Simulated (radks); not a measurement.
Values are calculated unless marked as measured or tabulated.
Isoelectronic series with 43 electrons, each ion in its NIST ground configuration. Level of theory: Dirac Kohn-Sham, LDA (Slater exchange, Perdew-Wang correlation), spin-unpolarised, spherical densities, finite nucleus; open shells are shared between the two j in proportion to 2j + 1; Fermi nuclear charge, rms radius of each element as measured or else 0.836 A^(1/3) + 0.57 fm (a radial shooting solver on a logarithmic mesh with Libxc functionals). Total energies (hartree) and orbital eigenvalues (eV) (* marks an orbital that is empty in some or all of the ions):

| ion | configuration | E (hartree) | 5s1/2* | 4d5/2 |
|---|---|---|---|---|
| Tc | [Kr] 4d5 5s2 | -4281.87157 | -5.2586 | -6.6974 |
| Rh2+ | [Kr] 4d7 | -4779.31299 | -19.9962 | -25.8062 |
| Ag4+ | [Kr] 4d7 | -5307.86090 | -43.2945 | -59.8045 |
| In6+ | [Kr] 4d7 | -5867.65542 | -72.3899 | -102.5976 |
| Sb8+ | [Kr] 4d7 | -6458.94153 | -106.8544 | -153.3817 |
| I10+ | [Kr] 4d7 | -7082.02646 | -146.4878 | -211.7681 |
| Cs12+ | [Kr] 4d7 | -7737.2665 | -191.1874 | -277.5348 |
| La14+ | [Kr] 4d7 | -8425.0553 | -240.9026 | -350.5421 |
| Pr16+ | [Kr] 4d7 | -9145.8272 | -295.6141 | -430.6960 |
| Pm18+ | [Kr] 4d7 | -9900.0436 | -355.3237 | -517.9309 |
| Eu20+ | [Kr] 4d7 | -10688.1963 | -420.0488 | -612.1997 |
| Tb22+ | [Kr] 4d7 | -11510.9100 | -489.8212 | -713.4678 |
| Ho24+ | [Kr] 4d7 | -12368.6603 | -564.6779 | -821.7104 |
